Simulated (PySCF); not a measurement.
Planning calculations on `B(O)(O)[SiH2]S[SiH3]` (13 atoms, 72 electrons) with PySCF and density fitting. Hardware: an x86-64 server with one thread, shared host. Times on a shared machine are rough. SCF iterations of a TDDFT job count the ground state alone. Geometry: PBE0-D3(BJ)/def2-SVP.

Compound: BH₇O₂SSi₂.
Z-matrix (Å and degrees, PBE0-D3(BJ)/def2-SVP geometry), rows numbered from 1:
```
O 
B   1  1.3528
O   2  1.3575  1  119.46
Si  2  2.0343  1  118.58  3   179.94
S   4  2.1716  2  102.55  1   178.18
Si  5  2.1474  4  100.74  2   179.70
H   1  0.9669  2  111.62  3     0.06
H   3  0.9648  2  113.61  1  -179.74
H   4  1.4968  2  114.02  1    59.88
H   4  1.4971  2  113.85  1   -63.50
H   6  1.4902  5  106.74  4   178.95
H   6  1.4932  5  110.59  4    59.28
H   6  1.4933  5  110.65  4   -61.41
```

```json
{"job": "geometry optimisation, PBE0-D3(BJ)/def2-SVP", "basis functions": "131", "grid": "level 1", "SCF iterations": "40", "other work": "6 gradients"}
{"job": "spin–spin coupling, B3LYP/6-31G*", "basis functions": "110", "grid": "level 2", "SCF iterations": "13", "other work": "10 perturbed nuclei, spin–dipole term for 3 of them"}
{"job": "spin–spin coupling, B3LYP/cc-pVTZ", "basis functions": "290", "grid": "level 2", "SCF iterations": "13", "other work": "10 perturbed nuclei, spin–dipole term for 3 of them"}
{"job": "spin–spin coupling, B3LYP/def2-TZVP", "basis functions": "246", "grid": "level 2", "SCF iterations": "13", "other work": "10 perturbed nuclei, spin–dipole term for 3 of them"}
```

Q: Sort the jobs into tiers of rough cost, cheapest first; a new tier starts where the time jumps by half or more.

A: 
- roughly 14 core-seconds: spin–spin coupling, B3LYP/6-31G*
- about 40 to 60 core-seconds: geometry optimisation, PBE0-D3(BJ)/def2-SVP; spin–spin coupling, B3LYP/def2-TZVP; spin–spin coupling, B3LYP/cc-pVTZ

Within a tier the order means little. Dearest over cheapest: a factor of about 4.

Q: What do these jobs cost together, and what share goes to the dearest?

A: About 2.5 core-minutes, of which spin–spin coupling, B3LYP/cc-pVTZ takes about 35 %.
